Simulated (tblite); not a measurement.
Isomers of C7H11N3. All values are computed: GFN2-xTB (tblite) harmonic vibrations without scaling, gas phase. The method is semi-empirical: single wavenumbers can be off by several per cent or more. One conformer each.

Electronic energies: GFN2-xTB at the same geometries; isomer energies are rough at this level and their order can be wrong.

```tsv
SMILES	electronic energy, lowest = 0 (kJ/mol)
CC(C)(C)c1nccnn1	121.4
CC(C)(C)c1ccnnn1	180.3
c1nncn1C1CCCC1	0.0
Cc1cnncc1N(C)C	117.8
C=Cc1cnn(CCC)n1	129.0
C=Cc1nn[nH]c1C(C)C	158.2
```

Task: How do GFN2-xTB zero-point energies change the relative energies?

Result: 
```tsv
SMILES	ZPE (kJ/mol)	of it from modes above 1550 cm⁻¹	electronic (kJ/mol)	with ZPE, lowest = 0 (kJ/mol)	lowest mode (cm⁻¹)	rings
c1nncn1C1CCCC1	466.7	199.4	0.0	0.0	49	2
Cc1cnncc1N(C)C	453.1	197.9	117.8	104.2	71	1
CC(C)(C)c1nccnn1	452.1	200.4	121.4	106.8	15	1
C=Cc1cnn(CCC)n1	455.2	210.9	129.0	117.5	13	1
C=Cc1nn[nH]c1C(C)C	454.0	222.2	158.2	145.5	15	1
CC(C)(C)c1ccnnn1	452.3	200.4	180.3	165.9	32	1
```

The zero-point energies span 14.6 kJ/mol, from `CC(C)(C)c1nccnn1` to `c1nncn1C1CCCC1`. The order is unchanged.

Task: What do entropy and thermal enthalpy add at 298.15 K and 1 bar (rigid rotor, harmonic oscillator, one conformer each)?

Result: 
| SMILES | point group | symmetry number | S (J/(mol K)) | H − H(0) (kJ/mol) | ZPE + H − H(0) − TS (kJ/mol) |
| --- | --- | --- | --- | --- | --- |
| c1nncn1C1CCCC1 | C1 | 1 | 387.4 | 24.66 | 375.9 |
| Cc1cnncc1N(C)C | C1 | 1 | 407.2 | 29.16 | 360.9 |
| CC(C)(C)c1ccnnn1 | Cs | 1 | 411.6 | 29.24 | 358.9 |

Not tabulated: `CC(C)(C)c1nccnn1` (lowest mode only 15 cm⁻¹); `C=Cc1cnn(CCC)n1` (lowest mode only 13 cm⁻¹); `C=Cc1nn[nH]c1C(C)C` (lowest mode only 15 cm⁻¹).
